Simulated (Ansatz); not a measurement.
Ideal-gas functions of C₃H₄OSi (`C=C=C1O[SiH2]1`) at 800 K and 1 bar, from an Ansatz frequency run at PBE0-D4/def2-TZVP.

Molar mass 84.15 g/mol, point group Cs (symmetry number 1), electronic degeneracy 1, moments of inertia 29.218, 232.463, 252.072 u Å². Harmonic wavenumbers (cm⁻¹, unscaled): 172, 182, 329, 502, 545, 629, 631, 644, 669, 781, 904, 945, 998, 1019, 1334, 1501, 2096, 2264, 2283, 3129, 3204.

Use S(trans) = R[1.5 ln M + 2.5 ln T − 1.1517]; rotational temperatures θ = 24.2544 K / I; S(rot) = R[ln(√π/σ · √(T³/θAθBθC)) + 1.5]; for each mode x = 1.438777 ν̃/T, S = R[x/(eˣ − 1) − ln(1 − e⁻ˣ)] and H = RT x/(eˣ − 1); 1 cm⁻¹ = 0.0119627 kJ/mol; R = 8.31446 J/(mol·K).

Q: By hand: the entropy, in J/(mol·K).

A: Translation 184.7. Rotation: θ = 0.8301, 0.1043, 0.0962 K, giving 120.5. Vibration, mode by mode: 18.10, 17.64, 12.80, 9.44, 8.81, 7.72, 7.70, 7.54, 7.26, 6.14, 5.13, 4.84, 4.48, 4.35, 2.78, 2.20, 0.93, 0.73, 0.71, 0.20, 0.18, in all 129.7. Electronic 0.0. Sum 434.9 J/(mol·K).

Q: By hand: H − E and G − E in kJ/mol, counted from the electronic energy.

A: Zero-point energy ½ × 24761 × 0.0119627 = 148.1; thermal vibration 55.9; translation, rotation and pV give 4 RT = 26.6. H − E = 230.6 kJ/mol, and G − E = 230.6 − 800 × 434.9/1000 = -117.3 kJ/mol.

Vibration gives 30 % of the entropy.
